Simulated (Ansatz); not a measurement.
Computed with Ansatz on PBE0-D4/def2-TZVP structures; ΔE is electronic, products minus reactants. CBS: MP2 limit from def2 TZ/QZ plus the TZ coupled-cluster correction, frozen cores. This one scheme is used for every species. DFT in def2-TZVPP. B3LYP here is the variant with VWN-RPA as its local correlation; programs differ in this. HSE06 is defined as in plane-wave codes. def2 core potentials past Kr. For Cd outer-core shells are correlated without core-valence functions, which leaves a few kJ/mol of doubt a bond. One conformer a species, not always the lowest.

Consider the formal hydrolysis of a Cd–F bond: `[F][Cd][SH]` + H₂O → `[OH][Cd][SH]` + H–F.

```json
{"level": "LDA (SPW92)", "ΔE (kJ/mol)": "25.8", "difference from CCSD(T)/CBS": "-5.4"}
{"level": "PBE-D4", "ΔE (kJ/mol)": "32.6", "difference from CCSD(T)/CBS": "1.4"}
{"level": "BLYP-D4", "ΔE (kJ/mol)": "35.3", "difference from CCSD(T)/CBS": "4.1"}
{"level": "r2SCAN-D4", "ΔE (kJ/mol)": "35.8", "difference from CCSD(T)/CBS": "4.6"}
{"level": "B97M-V", "ΔE (kJ/mol)": "39.8", "difference from CCSD(T)/CBS": "8.6"}
{"level": "PBE0-D4", "ΔE (kJ/mol)": "33.7", "difference from CCSD(T)/CBS": "2.5"}
{"level": "B3LYP-D4", "ΔE (kJ/mol)": "36.0", "difference from CCSD(T)/CBS": "4.8"}
{"level": "r2SCANh-D4", "ΔE (kJ/mol)": "35.7", "difference from CCSD(T)/CBS": "4.5"}
{"level": "r2SCAN0-D4", "ΔE (kJ/mol)": "35.7", "difference from CCSD(T)/CBS": "4.5"}
{"level": "HSE06-D4", "ΔE (kJ/mol)": "33.4", "difference from CCSD(T)/CBS": "2.2"}
{"level": "BHLYP-D4", "ΔE (kJ/mol)": "38.8", "difference from CCSD(T)/CBS": "7.6"}
{"level": "CAM-B3LYP-D4", "ΔE (kJ/mol)": "37.5", "difference from CCSD(T)/CBS": "6.3"}
{"level": "ωB97X-V", "ΔE (kJ/mol)": "37.7", "difference from CCSD(T)/CBS": "6.5"}
{"level": "ωB97M-V", "ΔE (kJ/mol)": "36.2", "difference from CCSD(T)/CBS": "5.0"}
{"level": "B2PLYP", "ΔE (kJ/mol)": "32.7", "difference from CCSD(T)/CBS": "1.5"}
{"level": "PBE-QIDH", "ΔE (kJ/mol)": "30.6", "difference from CCSD(T)/CBS": "-0.6"}
{"level": "PBE", "ΔE (kJ/mol)": "33.8", "difference from CCSD(T)/CBS": "2.6"}
{"level": "revPBE", "ΔE (kJ/mol)": "35.9", "difference from CCSD(T)/CBS": "4.7"}
{"level": "r2SCAN", "ΔE (kJ/mol)": "36.1", "difference from CCSD(T)/CBS": "4.9"}
{"level": "PBE0", "ΔE (kJ/mol)": "34.7", "difference from CCSD(T)/CBS": "3.5"}
{"level": "r2SCANh", "ΔE (kJ/mol)": "36.0", "difference from CCSD(T)/CBS": "4.8"}
{"level": "HSE06", "ΔE (kJ/mol)": "34.4", "difference from CCSD(T)/CBS": "3.2"}
{"level": "BHLYP", "ΔE (kJ/mol)": "40.5", "difference from CCSD(T)/CBS": "9.3"}
{"level": "CAM-B3LYP", "ΔE (kJ/mol)": "38.6", "difference from CCSD(T)/CBS": "7.4"}
{"level": "LC-ωPBE", "ΔE (kJ/mol)": "39.8", "difference from CCSD(T)/CBS": "8.6"}
{"level": "RPA@PBE/def2-TZVPP", "ΔE (kJ/mol)": "27.3", "difference from CCSD(T)/CBS": "-3.9"}
{"level": "HF/def2-SVP", "ΔE (kJ/mol)": "53.3", "difference from CCSD(T)/CBS": "22.1"}
{"level": "MP2/def2-SVP", "ΔE (kJ/mol)": "30.8", "difference from CCSD(T)/CBS": "-0.4"}
{"level": "CCSD/def2-SVP", "ΔE (kJ/mol)": "37.4", "difference from CCSD(T)/CBS": "6.2"}
{"level": "CCSD(T)/def2-SVP", "ΔE (kJ/mol)": "34.9", "difference from CCSD(T)/CBS": "3.7"}
{"level": "HF/def2-TZVPP", "ΔE (kJ/mol)": "47.7", "difference from CCSD(T)/CBS": "16.5"}
{"level": "MP2/def2-TZVPP", "ΔE (kJ/mol)": "21.2", "difference from CCSD(T)/CBS": "-10.0"}
{"level": "SCS-MP2/def2-TZVPP", "ΔE (kJ/mol)": "26.3", "difference from CCSD(T)/CBS": "-4.9"}
{"level": "CCSD/def2-TZVPP", "ΔE (kJ/mol)": "30.2", "difference from CCSD(T)/CBS": "-1.0"}
{"level": "CCSD(T)/def2-TZVPP", "ΔE (kJ/mol)": "27.3", "difference from CCSD(T)/CBS": "-3.9"}
{"level": "MP2/def2-QZVPP", "ΔE (kJ/mol)": "24.1", "difference from CCSD(T)/CBS": "-7.1"}
{"level": "SCS-MP2/def2-QZVPP", "ΔE (kJ/mol)": "29.0", "difference from CCSD(T)/CBS": "-2.2"}
{"level": "HF/CBS(def2)", "ΔE (kJ/mol)": "49.8", "difference from CCSD(T)/CBS": "18.6"}
{"level": "MP2/CBS(def2)", "ΔE (kJ/mol)": "25.1", "difference from CCSD(T)/CBS": "-6.1"}
{"level": "CCSD/CBS(def2)", "ΔE (kJ/mol)": "34.1", "difference from CCSD(T)/CBS": "2.9"}
{"level": "CCSD(T)/CBS", "ΔE (kJ/mol)": "31.2", "difference from CCSD(T)/CBS": "0"}
```

Largest T1 diagnostic among the species: 0.016.

At CCSD(T), def2-SVP lies +3.7 kJ/mol from the extrapolated value and def2-TZVPP −3.9 kJ/mol. In def2-TZVPP, CCSD(T) changes the Hartree–Fock value by −20.4 kJ/mol (the triples alone add −2.9 kJ/mol) and MP2 by −26.5 kJ/mol. Leaving LDA and LC-ωPBE aside and taking each functional with its dispersion term where it has one, the values spread over 9.2 kJ/mol, from PBE-QIDH to B97M-V. LDA lies −8.0 kJ/mol from PBE without D4.
